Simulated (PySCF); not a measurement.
C2H4N, multiplicity 2. Atoms are numbered in the order given.

```xyz
7

C     -0.0626    -1.3134     0.0000
N      0.4565    -0.2178     0.0000
C     -0.1441     1.1103     0.0000
H     -1.1188    -1.6270     0.0000
H      0.2006     1.6518    -0.8810
H      0.2006     1.6518     0.8810
H     -1.2381     1.0667     0.0000
```
Charge 0, spin multiplicity 2.

Geometry optimised at B3LYP-D3(BJ)/def2-TZVP. The isomer is the one that the SMILES or the coordinates give; other isomers of the formula were not compared.

Level of theory: PBE/def2-TZVPD (PySCF).

Isolated molecule, no solvent.

**Question.** Estimate the frontier levels, dipole moment and polarisability. (The exact figures need the calculation; the answer reports its results.)

**Answer.** 
```json
{
  "α spin, highest occupied and lowest empty level": "-4.35 and -1.29 eV",
  "β spin, highest occupied and lowest empty level": "-7.16 and -2.77 eV",
  "dipole_moment": "2.13 D",
  "quadrupole, principal values (traceless, Buckingham form, about the centre of nuclear charge)": "-3.21, 0.46, 2.75 D·Å",
  "mean_static_polarisability": "38.4 bohr³ (5.69 Å³)",
  "polarisability_principal_values": "27.5, 36.1, 51.6 bohr³",
  "⟨S²⟩": "0.753 (pure state 0.75)"
}
```
